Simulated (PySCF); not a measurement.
# Bond curve of RbBe⁺

Set-up: Rb def2-SVP with ECP28, Be def2-SVP; scalar-relativistic core potentials (PySCF 2.14). Energies in eV from Rb⁺ + Be in their ground configurations at the same level. State: ¹Σ⁺ (singlet), closed shell.

All columns are PBE0. A positive dipole points towards Be; it is taken about the centre of mass and depends on that origin.

| R (Å) | E (eV) | μ (D) | Mulliken charge on Rb (basis-dependent) | HOMO (eV) | LUMO (eV) | Mayer bond order | ⟨S²⟩ |
| --- | --- | --- | --- | --- | --- | --- | --- |
| 3.203 | -0.101 | 0.94 | 0.94 | -10.84 | -5.79 | 0.11 | 0.00 |
| 3.352 | -0.156 | 0.88 | 0.96 | -10.72 | -5.75 | 0.09 | 0.00 |
| 3.501 | -0.185 | 0.78 | 0.96 | -10.59 | -5.70 | 0.07 | 0.00 |
| 3.612 | -0.195 | 0.70 | 0.97 | -10.49 | -5.66 | 0.07 | 0.00 |
| 3.724 | -0.197 | 0.59 | 0.97 | -10.39 | -5.62 | 0.06 | 0.00 |
| 3.836 | -0.194 | 0.48 | 0.97 | -10.30 | -5.59 | 0.06 | 0.00 |
| 3.985 | -0.185 | 0.32 | 0.97 | -10.17 | -5.54 | 0.06 | 0.00 |
| 4.171 | -0.168 | 0.12 | 0.97 | -10.01 | -5.48 | 0.06 | 0.00 |
| 4.394 | -0.146 | -0.14 | 0.96 | -9.84 | -5.43 | 0.07 | 0.00 |
| 4.692 | -0.118 | -0.49 | 0.96 | -9.62 | -5.38 | 0.07 | 0.00 |

A fit through these points gives, at Re = 3.710 Å, μ = 0.61 D and dμ/dR = -0.942 D/Å; the reduced mass is 8.147 u.

How strong is the fundamental in the double-harmonic approximation, I = 42.26·(dμ/dR)²/μred km/mol?

I = 42.26·(-0.942)²/8.147 = 4.60 km/mol at PBE0.

Closed-shell solutions of metal pairs were not tested for spin polarisation, which can lower them a little. The bond is weak. Basis-set superposition, not corrected here, can be much of De in a small basis, most of all at correlated wavefunction levels. For an ion De counts to the pair picked by the measured ionisation energies or electron affinities, which need not be the lowest pair at this level.
